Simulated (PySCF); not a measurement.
(H3Sn)2NH.
Structure used (PBE0-D3(BJ)/def2-SVP), in Å, numbered top down from 1:
```
atom  x, y, z in Å
Sn1    0.043    1.758   -0.501
H2    -0.629    2.418    0.940
H3     1.743    1.962   -0.478
H4    -0.670    2.491   -1.876
N5    -0.323   -0.240   -0.661
Sn6    0.137   -1.693    0.688
H7    -0.884   -1.648    2.074
H8    -0.033   -3.199   -0.112
H9     1.757   -1.395    1.157
H10   -1.140   -0.453   -1.230
```

Method: PBE0-D3(BJ)/def2-SVP geometry optimisation, gas phase, def2 core potentials past Kr (PySCF).

Q: Which atoms are bound to Sn1, and at what distances?

A: 4 atoms: H3 1.713 Å, H4 1.713 Å, H2 1.722 Å, N5 2.037 Å. The nearest atom not counted as bound is H10, at 2.61 Å.

Q: List the angles at Sn1.

A: 
```
    angle  degrees  distance of the outer atoms (Å)
H3–Sn1–H4    111.9                             2.84
H2–Sn1–N5    111.8                             3.12
H2–Sn1–H4    110.2                             2.82
H2–Sn1–H3    109.3                             2.80
H3–Sn1–N5    107.2                             3.02
H4–Sn1–N5    106.4                             3.01
```

Q: What is the shape at Sn1?

A: Tetrahedral: angles from 106.4° to 111.9°; τ4 = (360° − α − β)/141° = 0.97 with α and β the two widest (0 for a square, 1 for a tetrahedron).

Q: What are the other bond lengths?

A: N5–H10 1.018 Å.

Q: Give some angles away from the centre.

A: Sn1–N5–Sn6 127.4°.

Charge 0, singlet. Not checked by PBE0-D3(BJ)/def2-SVP frequencies.

Hardware: an x86-64 server with one thread (shared host). Cost: 27 s wall. This is the geometry optimisation.
